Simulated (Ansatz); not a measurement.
`[SiH3]C1=C(Cl)C1` + CH₄ → `CC1=C(Cl)C1` + SiH₄  (formal exchange of groups at a C–Si bond)

Calculated with Ansatz (gas phase, PBE0-D4/def2-TZVP geometries, no zero-point term in ΔE). CCSD(T)/CBS is the MP2 limit (def2-TZVPP, def2-QZVPP) plus CCSD(T) − MP2 in def2-TZVPP, frozen cores. This one scheme is used for every species. DFT in def2-TZVPP. B3LYP here is the variant with VWN-RPA as its local correlation; programs differ in this.

```csv
level,ΔE (kcal/mol),difference from CCSD(T)/CBS
ωB97X-V,11.3,-1.3
B2PLYP,12.3,-0.3
B3LYP,11.7,-0.9
HF/def2-TZVPP,10.8,-1.8
MP2/def2-TZVPP,13.0,0.4
CCSD/def2-TZVPP,11.8,-0.8
HF/def2-QZVPP,10.9,-1.7
MP2/def2-QZVPP,13.3,0.7
SCS-MP2/def2-QZVPP,12.7,0.1
HF/CBS(def2),10.9,-1.7
CCSD(T)/CBS,12.6,0
```

Largest T1 diagnostic among the species: 0.011.

In def2-TZVPP, CCSD(T) changes the Hartree–Fock value by +1.3 kcal/mol (the triples alone add +0.4 kcal/mol) and MP2 by +2.1 kcal/mol.
